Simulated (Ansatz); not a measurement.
The same molecule with X = F, Cl, Br. Ansatz, PBE0-D4/def2-TZVP geometries, multiplicity 1. Each molecule was computed in one conformer, which needn't be the lowest.

Elements past krypton have def2 core potentials. Scalar relativity is left out up to krypton.

```
 X        molecule  mean X–Sn bond length / Å  HOMO–LUMO gap (B3LYP/def2-TZVPP) / eV  LUMO energy (PBE0/def2-TZVPP) / eV  HOMO–LUMO gap (PBE/def2-TZVPP) / eV
 F   `[OH][Sn][F]`                      1.934                                   5.11                               -2.32                                 3.64
Br  `[OH][Sn][Br]`                      2.517                                   4.49                               -2.59                                 3.15
```

(1) Give the row for X = Cl, `[OH][Sn][Cl]`. (Best estimate.)

Results:

(1) Computed: 
```json
{"X": "Cl", "molecule": "`[OH][Sn][Cl]`", "mean X–Sn bond length / Å": "2.361", "HOMO–LUMO gap (B3LYP/def2-TZVPP) / eV": "4.70", "LUMO energy (PBE0/def2-TZVPP) / eV": "-2.52", "HOMO–LUMO gap (PBE/def2-TZVPP) / eV": "3.32"}
```

From F to Br the mean X–Sn bond length rises at each step, by 0.583 Å in all; the HOMO–LUMO gap (B3LYP/def2-TZVPP) falls at each step, by 0.62 eV in all; the LUMO energy (PBE0/def2-TZVPP) falls at each step, by 0.27 eV in all; the HOMO–LUMO gap (PBE/def2-TZVPP) falls at each step, by 0.49 eV in all. Bonds lengthen as the atom grows down the group.

B3LYP here is the variant with VWN-RPA as its local correlation; programs differ in this.

Spin–orbit coupling is left out; it splits and shifts lone-pair levels of the heavy atoms by tenths of an eV.
